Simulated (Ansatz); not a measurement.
Reactions of C$_{2}$H$_{7}$GaSi, SMILES `C=[C]([SiH3])[GaH2]`.

Calculated with Ansatz (gas phase, PBE0-D4/def2-TZVP geometries, no zero-point term in ΔE). CCSD(T)/CBS adds triple-zeta CCSD(T) − MP2 to the extrapolated MP2 energy (def2 sets, frozen cores). This one scheme is used for every species. Double bonds are as drawn, so ΔE can hold a change between cis and trans. DFT in def2-TZVPP. def2 core potentials past Kr. For Br, Ga, Ge, Se, Y outer-core shells are correlated without core-valence functions, which leaves a few kJ/mol of doubt a bond. Scalar relativity is left out up to krypton. Each species was taken in one conformer, which may not be the lowest.

```csv
reaction,ωB97M-V (kJ/mol),PBE0-D4 (kJ/mol),CCSD/CBS(def2) (kJ/mol),r2SCAN-D4 (kJ/mol)
`C=[C]([SiH3])[GaH2]` + `[NH2][Y]([NH2])[OH]` → `[NH2][Y]([NH2])[O][SiH3]` + `C=[CH][GaH2]`,-107,-100,-112,-108
`C=[C]([SiH3])[GaH2]` + `[SiH3]O/C=C\Br` → `[GaH2][O]/C=C/Br` + `C=C([SiH3])[SiH3]`,10,7,16,6
`C=[C]([SiH3])[GaH2]` + H₂S → `[SH][GaH2]` + `C=C[SiH3]`,-101,-103,-99,-106
`C=[C]([SiH3])[GaH2]` + `[SH][GeH3]` → `[SiH3][S][GeH3]` + `C=[CH][GaH2]`,-57,-58,-58,-59
`C=[C]([SiH3])[GaH2]` + `BNCC` → `B[NH][GaH2]` + `C=C([SiH3])CC`,-67,-64,-68,-68
`C=[C]([SiH3])[GaH2]` + `CBCl` → `Cl[BH][GaH2]` + `C=C(C)[SiH3]`,68,62,67,66
`C=[C]([SiH3])[GaH2]` → `C1[CH2][GaH][SiH2]1`,-36,-56,-30,-43
`C=[C]([SiH3])[GaH2]` + HBr → `[GaH2][Br]` + `C=C[SiH3]`,-139,-138,-137,-141
`C=[C]([SiH3])[GaH2]` → `[CH2]1[SiH2][CH2][GaH]1`,-92,-103,-89,-98
`C=[C]([SiH3])[GaH2]` + `[OH][GaH][SeH]` → `[OH][GaH][GaH2]` + `C=C([SiH3])[SeH]`,104,100,108,103
```

Question: Give the CCSD(T)/CBS values in the same order. (Best estimate.)

Answer: Ansatz gave: -108, 13, -97, -57, -68, 68, -32, -133, -90, 108 kJ/mol.

Largest T1 diagnostic: 0.015, for `[OH][GaH][GaH2]`.
